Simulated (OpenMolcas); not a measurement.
# O²⁺: effect of the basis set

```json
{"Program": "OpenMolcas 26.06", "Method": "MS-CASPT2, IPEA 0.25 Eh, imaginary shift 0.1 Eh (closed shells correlated: 1s)", "Active space": "4 electrons in 4 orbitals (2s 2p)", "State averaging": "2S+1 = 3 even, 6 roots; 2S+1 = 1 even, 11 roots; 2S+1 = 5 odd, 1 root; 2S+1 = 3 odd, 9 roots; 2S+1 = 1 odd, 8 roots", "Spin-orbit coupling": "RASSI with atomic mean-field integrals over the reference wave functions, term energies averaged over their components"}
```

A. ANO-R1 [3s2p1d], X2C, finite nucleus; CASPT2 step roughly 1.9 core-seconds
B. ANO-L-VTZP [4s3p2d1f], non-relativistic, point nucleus; CASPT2 step of the order of 2.9 core-seconds
C. ANO-RCC-VTZP [4s3p2d1f], DKH2, point nucleus; CASPT2 step about 2.5 core-seconds
D. ANO-R3 [4s4p2d1f], X2C, finite nucleus; CASPT2 step about 3 core-seconds
E. ANO-R2 [4s4p2d1f], X2C, finite nucleus; CASPT2 step of the order of 2.6 core-seconds
F. ANO-RCC-VQZP [5s4p3d2f1g], DKH2, point nucleus; CASPT2 step about 5 core-seconds

Energies in cm⁻¹ above 2s² 2p² ³P₀, the measured ground level; measured values from Moore, Selected Tables of Atomic Spectra, NSRDS-NBS 3, section 11.

```json
{"Level": "2s² 2p² ³P₀", "A": "0.0", "B": "0.0", "C": "0.0", "D": "0.0", "E": "0.0", "F": "0.0", "Measured": "0.0"}
{"Level": "2s² 2p² ³P₁", "A": "103", "B": "105", "C": "106", "D": "104", "E": "104", "F": "104", "Measured": "113"}
{"Level": "2s² 2p² ³P₂", "A": "305", "B": "310", "C": "313", "D": "306", "E": "306", "F": "307", "Measured": ""}
{"Level": "2s² 2p² ¹D₂", "A": "21680", "B": "20600", "C": "20530", "D": "20410", "E": "20410", "F": "20230", "Measured": "20273"}
{"Level": "2s² 2p² ¹S₀", "A": "45130", "B": "43040", "C": "42940", "D": "42660", "E": "42660", "F": "42440", "Measured": "43186"}
{"Level": "2s 2p³ ⁵S°₂", "A": "55060", "B": "57180", "C": "57820", "D": "57800", "E": "57800", "F": "58010", "Measured": "60325"}
{"Level": "2s 2p³ ³D°₂", "A": "118100", "B": "118170", "C": "118650", "D": "118300", "E": "118300", "F": "118070", "Measured": ""}
{"Level": "2s 2p³ ³D°₁", "A": "118100", "B": "118170", "C": "118650", "D": "118300", "E": "118300", "F": "118070", "Measured": ""}
{"Level": "2s 2p³ ³D°₃", "A": "118100", "B": "118170", "C": "118650", "D": "118300", "E": "118300", "F": "118070", "Measured": ""}
{"Level": "2s 2p³ ³P°₀", "A": "142640", "B": "142010", "C": "142400", "D": "141890", "E": "141880", "F": "141560", "Measured": ""}
{"Level": "2s 2p³ ³P°₁", "A": "142640", "B": "142010", "C": "142400", "D": "141890", "E": "141880", "F": "141560", "Measured": ""}
{"Level": "2s 2p³ ³P°₂", "A": "142640", "B": "142010", "C": "142400", "D": "141890", "E": "141880", "F": "141570", "Measured": ""}
{"Level": "2s 2p³ ¹D°₂", "A": "188940", "B": "188670", "C": "189130", "D": "188420", "E": "188400", "F": "188010", "Measured": "187054"}
{"Level": "2s 2p³ ³S°₁", "A": "197670", "B": "198980", "C": "199450", "D": "198680", "E": "198680", "F": "198480", "Measured": "197088"}
{"Level": "2s 2p³ ¹P°₁", "A": "213260", "B": "212230", "C": "212550", "D": "211630", "E": "211630", "F": "211110", "Measured": "210462"}
{"Level": "2p⁴ ³P₂", "A": "285490", "B": "287800", "C": "288780", "D": "287810", "E": "287810", "F": "287750", "Measured": "283760"}
{"Level": "2p⁴ ³P₁", "A": "285700", "B": "288010", "C": "288990", "D": "288010", "E": "288010", "F": "287950", "Measured": "283977"}
{"Level": "2p⁴ ³P₀", "A": "285800", "B": "288110", "C": "289090", "D": "288120", "E": "288120", "F": "288050", "Measured": "284072"}
```

Deviations, from unrounded energies. A percentage is the sum of absolute deviations over the sum of measured energies, with the sign that they share, or ± where signs differ.

```
                        Against measurement  Levels     A     B     C     D     E     F
             mean absolute deviation (cm-1)      10  1900  2100  2500  1900  1900  1800
      fine structure of the ground term (%)       1  -8.7  -7.0  -6.3  -8.4  -8.4  -8.1
other terms of the ground configuration (%)       2  +5.3  ±0.7  ±0.8  ±1.0  ±1.0  -1.2
                   other configurations (%)       7  ±1.0  ±1.4  ±1.6  ±1.2  ±1.2  ±1.1
```

F lies closest to measurement on these levels and C furthest from it. The largest miss of F in the table is 2p⁴ ³P₂, by +4000 cm-1. The ranking rests on the paired levels alone, and a cruder setting can come out closer through cancelling errors.

The two smallest mean deviations differ by little beside CASPT2's spread within terms, so their order carries little weight.

Among A to F the level of the table that moves most is 2p⁴ ³P₀, by 3300 cm-1 (lowest in A, highest in C). Moves below CASPT2's spread within the term are not significant.

Term energies are means over components that CASPT2 splits; among the terms shown or strongly mixed into the levels shown the widest spread is 550 cm-1 (2s 2p³ ³D°, E). Measured partners are found by configuration, term and J. A level has none where our copy of the source lacks it or the pairing is in doubt (some pairs that miss far off the trend of their configuration count as doubtful), and it then counts in no deviation. Only configurations of the active space appear. Levels that lie high or do not pair safely by name in every column are left out.

° marks odd parity.
